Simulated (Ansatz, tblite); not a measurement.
Forces on (HInSe)4 cubane (In4H4Se4) at its PBE-D4/def2-SVP geometry. The state is a singlet with charge 0.

In the def2 sets In takes a core potential; there is no spin–orbit coupling. The xTB rows come from tblite. Single mean-field runs in def2-TZVP are fitted with def2-universal-jkfit.

GFN2-xTB (tblite), largest force 0.33 eV/Å:

```xyz
12
positions Å, forces eV/Å
In    1.964   -0.265    0.919    0.065   -0.009    0.030
H     3.519   -0.475    1.646   -0.088    0.012   -0.041
Se   -0.279   -0.782    2.336   -0.038   -0.104    0.309
In   -1.140    1.480    1.132   -0.039    0.049    0.037
H    -2.045    2.650    2.027    0.051   -0.066   -0.050
Se    1.214    2.161   -0.007    0.162    0.286   -0.002
In    0.247    0.690   -2.058    0.009    0.023   -0.069
H     0.444    1.236   -3.686   -0.012   -0.031    0.092
Se    1.293   -1.680   -1.285    0.173   -0.222   -0.170
In   -1.071   -1.904    0.007   -0.036   -0.064    0.001
H    -1.918   -3.411    0.014    0.048    0.085   -0.001
Se   -2.228    0.301   -1.044   -0.297    0.040   -0.137
```

HF/def2-TZVP (Ansatz), largest force 0.45 eV/Å:

```
In 0.221 -0.030 0.104
H -0.171 0.023 -0.080
Se 0.050 0.143 -0.428
In -0.130 0.167 0.127
H 0.100 -0.128 -0.098
Se -0.222 -0.396 0.001
In 0.029 0.078 -0.233
H -0.023 -0.060 0.179
Se -0.236 0.308 0.235
In -0.120 -0.216 0.002
H 0.093 0.165 -0.001
Se 0.407 -0.055 0.192
```

PBE0-D4/def2-TZVP (Ansatz), largest force 0.60 eV/Å:

```
In -0.174 0.024 -0.081
H -0.243 0.033 -0.113
Se 0.066 0.188 -0.563
In 0.100 -0.131 -0.101
H 0.142 -0.182 -0.139
Se -0.292 -0.521 0.001
In -0.021 -0.061 0.181
H -0.032 -0.085 0.254
Se -0.311 0.405 0.310
In 0.095 0.168 0.001
H 0.132 0.235 -0.002
Se 0.536 -0.072 0.253
```
